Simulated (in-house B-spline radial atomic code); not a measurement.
Ionising Tl¹⁴⁺ with different functionals

Computed with an all-electron radial atomic-structure program (B-spline basis): scalar-relativistic (spin-free X2C) Hamiltonian, Fermi nucleus of rms radius 5.4759 fm, spin-polarised at highest spin, spherical fractional occupations for the functionals. The ionisation energy is the difference of two self-consistent energies, [Kr] 4d10 4f14 5s2 5p5 → [Kr] 4d10 4f14 5s2 5p4, without Breit or QED terms; ε is the level of the shell that loses the electron (its least bound occupied spin orbital). There is no spin-orbit coupling in this Hamiltonian.

Hybrids are left out here: with spherical fractional occupations of an open shell their exact exchange keeps a self-interaction that integer-occupation calculations don't have.

| method | rung | ΔSCF (eV) | -ε(5p) (eV) |
| --- | --- | --- | --- |
| LDA exchange-only | LDA | 335.52 | 323.69 |
| LDA VWN5 | LDA | 337.85 | 325.95 |
| PW91 | GGA | 337.28 | 325.47 |
| PBE | GGA | 337.04 | 325.25 |
| r2SCAN | meta-GGA | 337.53 | 326.18 |
| SCAN | meta-GGA | 337.90 | 325.76 |

Q: How do they compare with the NIST value?

A: NIST lists 340 eV ± 17 (tabulated theory, ground level to ground level). Errors run from -4.48 to -2.10 eV; all lie within about twice that uncertainty, so the table can't rank the methods.
